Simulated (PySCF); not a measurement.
**A small calculation by hand: chemical shift, span and skew from a shielding tensor**

Si(F)(Me)(SH)2 (CH5FS2Si), SMILES [Si](C)(S)(S)F. Atoms are numbered in the order given.

```xyz
10

C      1.7545    -1.1064     0.2215
Si     0.2075    -0.0885     0.2710
F     -0.0807     0.3465     1.8102
S      0.5239     1.6224    -0.9607
S     -1.5812    -1.1316    -0.2650
H      1.6544    -1.9676     0.8991
H      1.9450    -1.4836    -0.7943
H      2.6214    -0.5071     0.5402
H     -0.7569     2.0439    -0.8748
H     -1.2529    -1.1787    -1.5748
```

The structure is a stationary point at PBE0-D3(BJ)/def2-SVP. This is a generated structure with no PubChem entry under its InChIKey; it may be hypothetical. One conformer was computed; it need not be the lowest.

GIAO shieldings from PBE0/pcSseg-1 in PySCF, non-relativistic, no solvent. The symmetric part of the tensor of F3 has the principal values 276.9, 315.5, 345.4 ppm. The same nucleus in CFCl3 has σ = 167.2 ppm at this level (PySCF, at its B3LYP-D3(BJ)/def2-TZVP geometry).

### Question
Work out the isotropic shielding, the ¹⁹F shift against CFCl3, the span and the skew.

### Answer

σ(iso) = (σ11 + σ22 + σ33)/3 = 312.6 ppm. δ = σ(ref) − σ(iso) = 167.2 − (312.6) = -145.4 ppm.
Span Ω = σ33 − σ11 = 68.5 ppm. Skew κ = 3(σ(iso) − σ22)/Ω = -0.13. Tumbling in solution averages the tensor to δ; in a static solid the shielding alone would spread this spin-1/2 line over Ω.
